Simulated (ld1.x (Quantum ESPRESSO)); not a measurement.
# Reading a pseudo-wave (cadmium (Cd))

Columns: radius, all-electron u(r) and pseudo u(r) of the 5s shell (level -5.34 eV) of cadmium in the configuration [Kr] 4d10 5s2 5p0; PW91, non-relativistic, TM semilocal scheme, ld1.x (Quantum ESPRESSO) 7.5.

```csv
r (bohr),all-electron,pseudo
0.123,-0.0861,0.0125
0.245,0.1666,0.0256
0.368,0.1000,0.0404
0.490,-0.1037,0.0573
0.613,-0.2469,0.0778
0.735,-0.2808,0.1024
0.858,-0.2278,0.1326
0.980,-0.1251,0.1688
1.103,-0.0012,0.2123
1.225,0.1226,0.2622
1.348,0.2375,0.3182
1.470,0.3367,0.3773
1.593,0.4203,0.4370
1.715,0.4871,0.4923
1.838,0.5396,0.5405
1.960,0.5784,0.5785
2.083,0.6060,0.6060
2.205,0.6237,0.6237
2.328,0.6331,0.6331
2.450,0.6356,0.6356
2.573,0.6323,0.6323
2.695,0.6245,0.6245
2.818,0.6127,0.6127
2.940,0.5980,0.5980
3.063,0.5808,0.5808
3.185,0.5619,0.5619
```

Q: How many radial nodes do the two functions have?

A: The all-electron 5s function has n − l − 1 = 4 (the table is too coarse to show those close to the nucleus); the pseudo-wave has 0, since the states of the same l below it are removed with the core.

Q: At about which radius was the pseudo-wave matched?

A: 2.15 bohr. The columns agree to 0.0005 from 1.96 bohr on; several derivatives are matched, so the curves merge somewhat inside the radius.

Q: Where does each function peak?

A: Outermost all-electron maximum near 2.45 bohr, pseudo maximum near 2.45 bohr (to the table’s step).

Q: Is the pseudo-wave norm-conserving?

A: Yes: the TM semilocal scheme keeps the norm inside the radius equal to the all-electron one, which fixes the energy derivative of the logarithmic derivative at the level.
